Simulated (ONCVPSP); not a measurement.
**Building the ONCV potential for S (PW91, scalar-relativistic).**

The input file (ONCVPSP 4.0.1):

```
# ATOM AND REFERENCE CONFIGURATION
# atsym  z   nc   nv     iexc    psfile
  S 16.00    3    2  -109134      upf
#
#   n    l    f
    1    0    2.00
    2    0    2.00
    2    1    6.00
    3    0    2.00
    3    1    4.00
#
# PSEUDOPOTENTIAL AND OPTIMIZATION
# lmax
    2
#
#   l,   rc,      ep,       ncon, nbas, qcut
    0    1.55    0.00    4    9    3.30
    1    1.65    0.00    3    7    4.20
    2    1.50    0.19    5    8    7.30
#
# LOCAL POTENTIAL
# lloc, lpopt,  rc(5),   dvloc0
    4    5    1.15    4.00
#
# VANDERBILT-KLEINMAN-BYLANDER PROJECTORs
# l, nproj, debl
    0    2    3.70
    1    2    1.50
    2    2    1.00
#
# MODEL CORE CHARGE
# icmod, fcfact, rcfact
    1    0.35    0.00
#
# LOG DERIVATIVE ANALYSIS
# epsh1, epsh2, depsh
   -2.00    5.00    0.02
#
# OUTPUT GRID
# rlmax, drl
    6.00    0.01
#
# TEST CONFIGURATIONS
# ncnf
    4
# nvcnf
#   n    l    f
    2
    3    0    2.00
    3    1    3.00
#
    2
    3    0    2.00
    3    1    2.00
#
    2
    3    0    2.00
    3    1    1.00
#
    2
    3    0    1.00
    3    1    4.00
#
```

Command:

```bash
oncvpsp.x < S.dat > S.out
```

Output (shortened: citation, most of the input echo, consistency checks and plot data are left out):

```
ONCVPSP  (Optimized Norm-Conservinng Vanderbilt PSeudopotential)
scalar-relativistic version 4.0.1

#   n    l    f        energy (Ha)
    1    0    2.00    -8.8451487E+01
    2    0    2.00    -7.7830325E+00
    2    1    6.00    -5.7588115E+00
    3    0    2.00    -6.3591274E-01
    3    1    4.00    -2.5927738E-01

Reference configufation results
  iterations    25
  all-electron total energy (Ha)   -3.99207502D+02

Begin loop to  construct optimized pseudo wave functions
and semi-local pseudopoentials for all angular momenta

   Wellstate for l =  0  n =  5
     eigenvalue =   3.0641
     asymptotic potential =   3.5641
     half-point radius =  2.9916

Calculating optimized projector #   1

 for l=   0

    Fraction of norm inside rc  0.467014
    Optimizing pswf for qcut=   3.31 a_B^-1,  ecut=   5.48 Ha
    Residual kinetic energy error=  1.99D-02 Ha

    Energy error per electron        Cutoff
         Ha          eV             Ha
         0.01000     0.27211        7.59
         0.00100     0.02721       80.42
         0.00010     0.00272       99.94
         0.00001     0.00027      130.70

Calculating optimized projector #   2

 for l=   0

    Fraction of norm inside rc  0.096346
    Optimizing pswf for qcut=   3.31 a_B^-1,  ecut=   5.48 Ha
    Residual kinetic energy error=  1.19D-01 Ha

    Energy error per electron        Cutoff
         Ha          eV             Ha
         0.01000     0.27211       12.70
         0.00100     0.02721       43.05
         0.00010     0.00272      106.73
         0.00001     0.00027      122.98

   Wellstate for l =  1  n =  4
     eigenvalue =   1.2407
     asymptotic potential =   1.7407
     half-point radius =  2.9873

Calculating optimized projector #   1

 for l=   1

    Fraction of norm inside rc  0.365885
    Optimizing pswf for qcut=   4.21 a_B^-1,  ecut=   8.86 Ha
    Residual kinetic energy error=  1.15D-04 Ha

    Energy error per electron        Cutoff
         Ha          eV             Ha
         0.01000     0.27211        4.08
         0.00100     0.02721        5.79
         0.00010     0.00272       10.73
         0.00001     0.00027       58.00

Calculating optimized projector #   2

 for l=   1

    Fraction of norm inside rc  0.220822
    Optimizing pswf for qcut=   4.21 a_B^-1,  ecut=   8.86 Ha
    Residual kinetic energy error=  1.60D-04 Ha

    Energy error per electron        Cutoff
         Ha          eV             Ha
         0.01000     0.27211        5.20
         0.00100     0.02721        6.63
         0.00010     0.00272       11.07
         0.00001     0.00027       59.24

   Wellstate for l =  2  n =  3
     eigenvalue =   0.1900
     asymptotic potential =   0.6900
     half-point radius =  6.6914

   Wellstate for l =  2  n =  4
     eigenvalue =   1.1900
     asymptotic potential =   1.6900
     half-point radius =  3.7934

Calculating optimized projector #   1

 for l=   2

    Fraction of norm inside rc  0.083740
    Optimizing pswf for qcut=   7.31 a_B^-1,  ecut=  26.73 Ha
    Residual kinetic energy error=  1.88D-04 Ha

    Energy error per electron        Cutoff
         Ha          eV             Ha
         0.01000     0.27211       12.21
         0.00100     0.02721       21.03
         0.00010     0.00272       31.27
         0.00001     0.00027       87.31

Calculating optimized projector #   2

 for l=   2

    Fraction of norm inside rc  0.219079
    Optimizing pswf for qcut=   7.31 a_B^-1,  ecut=  26.73 Ha
    Residual kinetic energy error=  1.37D-03 Ha

    Energy error per electron        Cutoff
         Ha          eV             Ha
         0.01000     0.27211       19.98
         0.00100     0.02721       27.65
         0.00010     0.00272       48.55
         0.00001     0.00027       85.12

Construct Vanderbilt / Kleinmman-Bylander projectors

B matrix Hermiticity error, ll=   0
   1   2   -2.3667E-04

  Orthonormal projector coefficients  7.3635E+00  2.8927E+00

B matrix Hermiticity error, ll=   1
   1   2    9.1338E-05

  Orthonormal projector coefficients  1.1629E+00  6.0497E-01

B matrix Hermiticity error, ll=   2
   1   2    2.0922E-05

  Orthonormal projector coefficients -9.5468E+00 -3.2054E+00

Model core correction analysis
  based on d2Exc/dn_idn_j

d2excae - all-electron derivatives

   -2.410038D-02   -1.575939D-02
   -1.649166D-02   -1.096737D-02

d2excps - pseudofunction derivatives with no core correction

   -2.687242D-02   -1.716796D-02
   -1.790429D-02   -1.210984D-02

rms 2nd derivative error    1.800625E-03

Polynomial model core charge

d2excps - pseudofunction derivatives with core correction

   -2.281647D-02   -1.555040D-02
   -1.628264D-02   -1.120428D-02

rms 2nd derivative error    6.693106E-04

Pseudoatom total energy  -10.170534

Diagnostic tests using Vanderbilt-Kleinman-Bylander pseudopotentials
  1 or more projectors used as specified by nproj input data

   l    rcore       rmatch      e in        delta e   norm test  slope test

   0   1.5559626   1.6032050  -0.6359127  -0.0000052   1.0000377   1.0000593
   0   1.5559626   1.6032050   3.0640873   0.0000244   1.0002759   1.0002759

   1   1.6518818   1.7020365  -0.2592774   0.0000229   1.0000475   1.0006264
   1   1.6518818   1.7020365   1.2407226   0.0000383   1.0001662   1.0001662

   2   1.5011057   1.5466825   0.1900000   0.0000091   1.0000560   1.0000560
   2   1.5011057   1.5466825   1.1900000   0.0000095   1.0001036   1.0001036

 Testing for bound ghosts
   n   l    E NL Schr. Eq   E Basis Diag.   E Cutoff

   1   0       -0.635918       -0.632690    143.51

   2   1       -0.259255       -0.248414     80.96

 Testing for highly-localized positive-energy ghosts
       l    <radius>/rc     E Basis Diag.   E Cutoff

Test configuration 0

   n   l     f        eae           eps        diff
   1   0  2.0000  -88.45148702
   2   0  2.0000   -7.78303251
   2   1  6.0000   -5.75881147
   3   0  2.0000   -0.63591274   -0.63591796   -5.23D-06
   3   1  4.0000   -0.25927738   -0.25925452    2.29D-05

    Total energies and differences
      AE_ref= -3.99207502D+02  AE_tst= -3.99207502D+02  dif=  0.00D+00
      PS_ref= -1.01705338D+01  PS_tst= -1.01705338D+01  dif=  1.60D-14
      PSP excitation error= -1.60D-14

Test configuration 1

   n   l     f        eae           eps        diff
   1   0  2.0000  -88.89243407
   2   0  2.0000   -8.21496741
   2   1  6.0000   -6.19170223
   3   0  2.0000   -1.01743293   -1.01735319    7.97D-05
   3   1  3.0000   -0.61930279   -0.61908234    2.20D-04

    Total energies and differences
      AE_ref= -3.99207502D+02  AE_tst= -3.98773123D+02  dif=  4.34D-01
      PS_ref= -1.01705338D+01  PS_tst= -9.73621631D+00  dif=  4.34D-01
      PSP excitation error=  6.12D-05

Test configuration 2

   n   l     f        eae           eps        diff
   1   0  2.0000  -89.42524213
   2   0  2.0000   -8.72945336
   2   1  6.0000   -6.70803892
   3   0  2.0000   -1.45020472   -1.44985362    3.51D-04
   3   1  2.0000   -1.03076676   -1.02982598    9.41D-04

    Total energies and differences
      AE_ref= -3.99207502D+02  AE_tst= -3.97951931D+02  dif=  1.26D+00
      PS_ref= -1.01705338D+01  PS_tst= -8.91549285D+00  dif=  1.26D+00
      PSP excitation error=  5.30D-04

Test configuration 3

   n   l     f        eae           eps        diff
   1   0  2.0000  -90.04111987
   2   0  2.0000   -9.31611833
   2   1  6.0000   -7.29759088
   3   0  2.0000   -1.92294172   -1.92202493    9.17D-04
   3   1  1.0000   -1.48335410   -1.48082851    2.53D-03

    Total energies and differences
      AE_ref= -3.99207502D+02  AE_tst= -3.96698030D+02  dif=  2.51D+00
      PS_ref= -1.01705338D+01  PS_tst= -7.66316402D+00  dif=  2.51D+00
      PSP excitation error=  2.10D-03

Test configuration 4

   n   l     f        eae           eps        diff
   1   0  2.0000  -88.94385486
   2   0  2.0000   -8.26579252
   2   1  6.0000   -6.24189276
   3   0  1.0000   -1.04172879   -1.04279372   -1.06D-03
   3   1  4.0000   -0.64032833   -0.64040721   -7.89D-05

    Total energies and differences
      AE_ref= -3.99207502D+02  AE_tst= -3.98373342D+02  dif=  8.34D-01
      PS_ref= -1.01705338D+01  PS_tst= -9.33586849D+00  dif=  8.35D-01
      PSP excitation error= -5.05D-04
```

The run took about 3.8 s on one core of a shared server CPU.
